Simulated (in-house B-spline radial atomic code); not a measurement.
**Ionising Cd3+ with different functionals**

Computed with a B-spline radial code for spherical atoms: four-component Dirac-Coulomb Hamiltonian, Fermi nucleus of rms radius 4.6087 fm, spin-restricted, spherical fractional occupations for the functionals, and exact exchange of hybrids averaged over the configuration. The ionisation energy is the difference of two self-consistent energies, [Kr] 4d9 → [Kr] 4d8, without Breit or QED terms; ε is the level of the shell that loses the electron (mean over j). The electron is taken from both j subshells in proportion to 2j + 1, so the result is a j average, not the step between ground levels.

| method | rung | ΔSCF (eV) | -ε(4d) (eV) |
| --- | --- | --- | --- |
| PBE0 | global hybrid | ? | ? |
| CAM-B3LYP | range-separated hybrid | 53.96 | 49.68 |
| wB97X | range-separated hybrid | 53.73 | 50.59 |
| HSE06 | range-separated hybrid | ? | ? |

What does HSE06 give?

ΔSCF 53.93 eV, and -ε(4d) = 47.75 eV.

What does PBE0 give?

ΔSCF 53.95 eV, and -ε(4d) = 48.18 eV.

Among the functionals, which spreads more, the ΔSCF values or the orbital energies?

The orbital energies: ΔSCF values span about 0.22 eV and the orbital energies 2.84 eV; here energy differences depend much less on the functional than eigenvalues do.

How do they compare with the NIST value?

NIST lists 51 eV ± 1.7 (tabulated theory, ground level to ground level). Errors run from +2.73 to +2.96 eV; all lie within about twice that uncertainty, so the table can't rank the methods.
